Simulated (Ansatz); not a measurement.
The cluster TiAl₉. Total charge 0; quartet. Geometry PBE-D4/def2-SVP; atoms count from 1.

Cartesian coordinates in Å:
```
Ti 2.280 0.279 -0.423
Al 1.663 -0.825 2.025
Al 0.366 0.166 -2.365
Al -1.155 0.909 -0.190
Al -1.892 -1.048 -1.970
Al 1.004 2.457 -1.072
Al -0.965 -0.395 2.221
Al 0.732 1.564 1.461
Al 0.279 -1.394 -0.156
Al -2.311 -1.713 0.469
```

The charge 0 quartet is spin-contaminated (final ⟨S²⟩ up to 4.22, 3.75 for a pure state). At PBE0-D4/def2-TZVP a doublet of charge 0 lies 0.12 eV below the quartet, each at its own geometry. That doublet is doubtful there (⟨S²⟩ 1.58, where a pure state has 0.75). The structure comes from a short search, and lower isomers may exist.

Question: Estimate the Mulliken populations from the PBE0/def2-TZVP orbitals of Ansatz.

Answer: 
```tsv
atom	charge (e)	spin (α − β)	d electrons
Ti1	0.11	2.15	2.75
Al2	-0.03	0.43	–
Al3	-0.04	-0.15	–
Al4	-0.03	0.06	–
Al5	0.01	0.19	–
Al6	-0.01	0.37	–
Al7	0.01	-0.22	–
Al8	-0.02	0.28	–
Al9	-0.04	-0.04	–
Al10	0.04	-0.06	–
```
Mulliken values and Mayer orders depend strongly on the basis.

Question: Where does the spin sit?

Answer: Summed by element: Ti 2.15, Al 0.85, of 3 unpaired in all. Largest on single atoms: Ti1 2.15, Al2 0.43, Al6 0.37.

Question: And the Mayer bond orders between bonded heavy atoms (over 0.3)?

Answer: Ti1–Al2 0.63 (2.76 Å); Ti1–Al3 0.65 (2.73 Å); Ti1–Al6 0.78 (2.61 Å); Ti1–Al8 0.52 (2.76 Å); Ti1–Al9 0.69 (2.62 Å); Al2–Al7 0.60 (2.67 Å); Al2–Al8 0.52 (2.63 Å); Al2–Al9 0.51 (2.64 Å); Al3–Al4 0.37 (2.76 Å); Al3–Al5 0.70 (2.59 Å); Al3–Al6 0.49 (2.71 Å); Al3–Al9 0.39 (2.71 Å); Al4–Al5 0.44 (2.75 Å); Al4–Al6 0.45 (2.80 Å); Al4–Al7 0.40 (2.75 Å); Al4–Al8 0.53 (2.59 Å); Al4–Al9 0.32 (2.71 Å); Al4–Al10 0.31 (2.94 Å); Al5–Al9 0.34 (2.85 Å); Al5–Al10 0.75 (2.56 Å); Al6–Al8 0.46 (2.70 Å); Al7–Al8 0.47 (2.70 Å); Al7–Al9 0.32 (2.86 Å); Al7–Al10 0.69 (2.57 Å); Al9–Al10 0.49 (2.68 Å).
